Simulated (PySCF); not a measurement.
**ORD: SMILES C#C[C@@]1([SeH])C[C@@H]1F, C$_{5}$H$_{5}$FSe**

Geometry (Å), atoms numbered from 1 in this order:
```xyz
12

C     2.469    0.506    0.879
C     1.385    0.380    0.384
C     0.097    0.261   -0.217
Se   -0.393    1.834   -1.317
C    -0.392   -1.101   -0.656
C    -0.987   -0.449    0.545
F    -2.260    0.026    0.440
H     3.416    0.607    1.320
H    -1.774    1.846   -0.893
H    -1.011   -1.140   -1.541
H     0.253   -1.956   -0.516
H    -0.801   -0.815    1.547
```

Computed, not measured: TDDFT LC-wPBE/def2-SVPD circular dichroism and optical rotation, one conformer, gas phase (PySCF 2.14.0). Geometry: GFN2-xTB.

The molecule is flexible and this is one conformer; a measurement averages over conformers. The calculation is non-relativistic, which matters for the atoms heavier than Zn.

Stereocentres: C3 S, C6 S.

Question: What is the specific rotation at 633, 589.3, 546, 436, 405, 365, 355 nm?

Answer: [α] in deg dm⁻¹ (g/mL)⁻¹:
```tsv
λ (nm)	origin-invariant length gauge	modified velocity gauge	length gauge (centre of mass)	isotropic polarisability (au)
633	-82.7	-59.8	-83.0	83.5
589.3	-98.3	-71.1	-98.6	83.9
546	-118.7	-85.8	-119.1	84.3
436	-216.6	-155.4	-217.4	86.2
405	-269.1	-191.8	-270.1	87.1
365	-374.7	-261.9	-376.1	88.7
355	-411.9	-285.4	-413.5	89.2
```

Question: And for the mirror image at 589.3 nm?

Answer: +98.3 deg dm⁻¹ (g/mL)⁻¹ (origin-invariant length gauge): the same size and the opposite sign.

Question: What is the molar rotation [Φ] = [α]·M/100 of the geometry above at 589.3 nm?

Answer: With M = 163.06 g/mol, -160.3 deg cm² dmol⁻¹ (origin-invariant length gauge).

The first excitation lies at 4.71 eV (263 nm) with R = +0.9 × 10⁻⁴⁰ esu² cm² (velocity form).
